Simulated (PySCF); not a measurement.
BHN, SMILES [B]=N, multiplicity 2.

Coordinates come from a PBE-D3(BJ)/def2-TZVPD optimisation. The isomer is the one that the SMILES or the coordinates give; other isomers of the formula were not compared.

Two levels are set side by side: PBE/def2-TZVPD (PySCF) and M06-2X/def2-TZVPD (PySCF). Same geometry, gas phase. Differences are taken from unrounded values.

```json
[
 {"quantity": "α-spin orbital gap (eV)", "M06-2X": "10.46"},
 {"quantity": "β-spin orbital gap (eV)", "M06-2X": "0.22"},
 {"quantity": "dipole moment (D)", "M06-2X": "0.14"},
 {"quantity": "mean polarisability (bohr³)", "M06-2X": "22.6"}
]
```

What does PBE give, and how far is it from M06-2X? (Estimate from the structure and the level; the computed values follow.)


```csv
quantity,PBE,PBE minus M06-2X
α-spin orbital gap (eV),6.67,-3.79
β-spin orbital gap (eV),2.90,2.68
dipole moment (D),0.37,0.23
mean polarisability (bohr³),23.9,1.3
```

Loosely held outer electrons make PBE densities more polarisable. Differences between two approximate levels are no errors against the true value.

Rough cost on one machine, each run with all the roots and properties that it gave: M06-2X against PBE about 4 times.
